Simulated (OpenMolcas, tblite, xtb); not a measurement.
## InN2H5 (SMILES [NH2][InH][NH2]): methods side by side

InN2H5 has 8 atoms, charge 0, and is taken as a singlet. SMILES: `[NH2][InH][NH2]`. Geometry: relaxed at PBE0-D4/def2-TZVP.

```xyz
8

N    -0.9697    0.8580   -1.1270
In    0.2480    0.5648    0.4555
N     0.7427   -1.3752    0.7096
H    -1.4821    0.0768   -1.5066
H    -1.5382    1.6892   -1.1718
H     0.7990    1.8192    1.4675
H     1.5709   -1.6147    1.2318
H     0.6295   -2.0181   -0.0590
```

Each level gives the dipole moment (D). The values are calculated.

```tsv
level	kind	program	value (D)
GFN0-xTB	semi-empirical	xtb	0.67
IPEA1-xTB	semi-empirical	tblite	0.88
SVWN5/def2-SVP (core potential)	LDA	OpenMolcas	0.67
BLYP/def2-SVP (core potential)	GGA	OpenMolcas	0.65
PBE/def2-SVP (core potential)	GGA	OpenMolcas	0.62
revPBE/def2-SVP (core potential)	GGA	OpenMolcas	0.59
TPSS/def2-SVP (core potential)	meta-GGA	OpenMolcas	0.60
```

The values span 0.59 to 0.88 D. Magnitudes only.
